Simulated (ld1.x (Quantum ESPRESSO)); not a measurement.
**What one change does to a pseudopotential (tellurium, TM semilocal)**

* Element: tellurium (Te)
* Generator: ld1.x (Quantum ESPRESSO) 7.5
* Type: norm-conserving Troullier–Martins (semilocal form)
* Functional: PBEsol
* Relativity: scalar-relativistic
* Frozen core: [Kr]
* Valence charge: 16
* Reference configuration: 4d10 5s2 5p4
* Partial waves: 5s (bound): rc 1.75 bohr; 4d (bound): rc 1.40 bohr; 5p (bound): rc 2.00 bohr
* Local potential: the p channel
* Core correction: none

All-electron outer shells of the reference configuration (PBEsol, scalar-relativistic, ld1.x):

```tsv
shell	level (eV)	outermost node (bohr)	outermost maximum (bohr)
4s	-164.15	0.38	0.70
4p	-114.23	0.38	0.74
4d	-41.59	0.36	0.81
5s	-15.15	0.91	1.80
5p	-5.97	1.00	2.17
```

Change: wave 5s (bound): rc 1.75 bohr becomes 5s (bound): rc 2.32 bohr.

Cutoffs: the cutoffs (Ry, on a coarse ladder) from which the occupation-weighted sum of valence levels, in a spherical-Bessel basis at the reference potential, stays within 10 and 1 mRy of its value at 400 Ry; they do not see the model core or the augmentation charge, which bear on the density cutoff. Errors are all-electron minus pseudo energies relative to the spin-unpolarised reference configuration.

**Question.** What does the change do?

**Answer.** The potential gets neither clearly harder nor softer (100 Ry and 160 Ry → 100 Ry and 160 Ry); the d channel sets the loose cutoff, while the largest relative change is in s, which becomes softer; of the 7 tests that both files solve, the error grows in 3 and shrinks in 2 by more than 15 % and 0.3 meV (median size 0.9 → 4.6 meV); neither file shows a bound ghost. A semilocal file is local in each channel, so a ghost entry of none says nothing of the separable form that plane-wave codes build from it.

```tsv
quantity	base	changed
cutoff, loose	100 Ry	100 Ry
cutoff, tight	160 Ry	160 Ry
loose cutoff by channel (10 mRy a level)	s 21 Ry, d 90 Ry, p 12 Ry	s 12 Ry, d 90 Ry, p 12 Ry
bound ghosts	none	none
error for 4d10 5s2 5p3, meV [ΔE 9.75 eV]	-0.9	-0.3
error for 4d10 5s2 5p2, meV [ΔE 27.72 eV]	+0.1	+4.6
error for 4d10 5s2 5p1, meV [ΔE 54.68 eV]	+3.3	+20
error for 4d10 5s2 5p4.3, meV [ΔE -1.47 eV]	+0.4	+0.4
error for 4d10 5s2 5p3.5, meV [ΔE 3.91 eV]	-0.7	-0.5
error for 4d9 5s2 5p5, meV [ΔE 38.18 eV]	-268	-220
error for 4d10 5s2 5p0, meV [ΔE 91.20 eV]	+7.2	+53
```
